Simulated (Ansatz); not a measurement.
Total energies of the cluster PbO4 from Ansatz at PBE-D4/def2-TZVP, gas phase (1 Eh = 27.2114 eV = 2625.5 kJ/mol). The reference geometry is relaxed at PBE-D4/def2-SVP.

Cartesian coordinates in Å:
```
Pb 0.956 -1.478 0.221
O -0.726 -0.455 1.160
O 0.868 0.234 -1.127
O -1.096 0.523 0.056
O -0.003 1.176 -0.310
```

```
                 state                    geometry  energy (Eh)
      charge 0 singlet                   reference   -493.45640
      charge 1 doublet                   reference   -493.12505
      charge 1 doublet  relaxed at PBE-D4/def2-SVP   -493.17914
      charge 0 triplet  relaxed at PBE-D4/def2-SVP   -493.44819
      charge 0 quintet  relaxed at PBE-D4/def2-SVP   -493.32793
free Pb atom (triplet)                           –   -192.86486
 free O atom (triplet)                           –    -75.00967
```

In the def2 sets Pb takes a core potential; there is no spin–orbit coupling. The structure holds 3 bonds between oxygen atoms, so isomers without such links may lie far lower.

Question: Work out the vertical ionisation energy to the doublet.

Answer: E(charge 1 doublet) − E(charge 0 singlet) = -493.12505 − (-493.45640) = 0.33135 Eh = 9.02 eV. For comparison, −ε of the highest occupied level is 5.72 eV at this level, 3.30 eV less.

Question: How much does the charge 1 doublet relax, and what is the adiabatic ionisation energy?

Answer: Relaxation: -493.12505 − (-493.17914) = 0.05409 Eh = 1.47 eV. Adiabatic ionisation energy: 0.27726 Eh = 7.54 eV, without zero-point energy. Bonds change on the way (1 lost, 0 formed), so the relaxed form is another species. 

Question: Which of the charge 0 states is lowest, and how far above it are the others?

Answer: The singlet. triplet: -493.44819 − (-493.45640) = 0.00821 Eh = 21.6 kJ/mol; quintet: -493.32793 − (-493.45640) = 0.12847 Eh = 337.3 kJ/mol. The triplet differs in its bonds from the reference. The quintet differs in its bonds from the reference.

Question: What is the binding energy per atom against free atoms?

Answer: Atoms: 1 × (-192.86486) + 4 × (-75.00967) = -492.90354 Eh. Binding: -492.90354 − (-493.45640) = 0.55286 Eh = 15.04 eV, or 3.01 eV for each of 5 atoms (no zero-point energy, no counterpoise term).

At PBE-D4/def2-TZVP the charge 0 triplet is spin-contaminated (final ⟨S²⟩ up to 2.20, 2.00 for a pure state). 

The structure comes from a short search, and lower isomers may exist.
